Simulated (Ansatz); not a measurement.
Born–Oppenheimer molecular dynamics of CH₈B₃ClSi (14 atoms, charge 0, multiplicity 1). It starts from a relaxed structure.

All numbers below come from RKS B3LYP-D4/STO-3G in Ansatz 0.2.0.

| Item | Value |
| --- | --- |
| ensemble | NVE (velocity Verlet) |
| time step | 0.5 fs |
| steps asked | 150 |
| starting velocities drawn for | 400 K |
| seed | 199624 |

First frame:

```xyz
14
Properties=species:S:1:pos:R:3
C 0.222 -0.017 2.194
B 1.038 0.752 1.084
Cl 1.768 2.344 1.518
B 1.230 0.243 -0.468
B 0.106 0.483 -1.574
Si -1.357 -0.830 -1.744
H 0.117 -1.091 1.977
H 0.659 0.103 3.197
H -0.798 0.407 2.237
H 2.192 -0.390 -0.727
H 0.072 1.426 -2.273
H -1.182 -1.998 -0.913
H -2.599 -0.193 -1.361
H -1.480 -1.267 -3.118
```

(1) How far do the bonds stretch over the last three quarters of this one trajectory? (Pairs bonded in most of those frames.)

## Answers

(1) 
```csv
bond,mean (Å),spread (Å),shortest,longest
C1–B2,1.585,0.012,1.56,1.60
C1–H7,1.103,0.029,1.06,1.15
C1–H8,1.105,0.024,1.07,1.14
C1–H9,1.107,0.027,1.06,1.15
B2–Cl3,1.805,0.032,1.76,1.86
B2–B4,1.650,0.041,1.58,1.71
B4–B5,1.598,0.027,1.56,1.64
B4–H10,1.181,0.007,1.17,1.19
B5–Si6,1.972,0.023,1.94,2.00
B5–H11,1.174,0.021,1.14,1.21
Si6–H12,1.447,0.047,1.38,1.52
Si6–H13,1.449,0.021,1.42,1.48
Si6–H14,1.447,0.012,1.42,1.47
```

Mean temperature of the second half: 196 K. The conserved energy stayed within 0.24 meV per atom of its start (net change 0.15 meV per atom), so the integration is sound. Over the second half the temperature averaged 0.49 of the 400 K drawn at the start: a run that starts near a minimum puts about half its kinetic energy into the potential. A run of 0.075 ps of so small a system gives no equilibrium averages. Limits of this set-up: minimal basis.

Time of the run: 8.7 min on 1 thread of Arm Neoverse V1, on a shared host, peak memory 0.12 GiB.
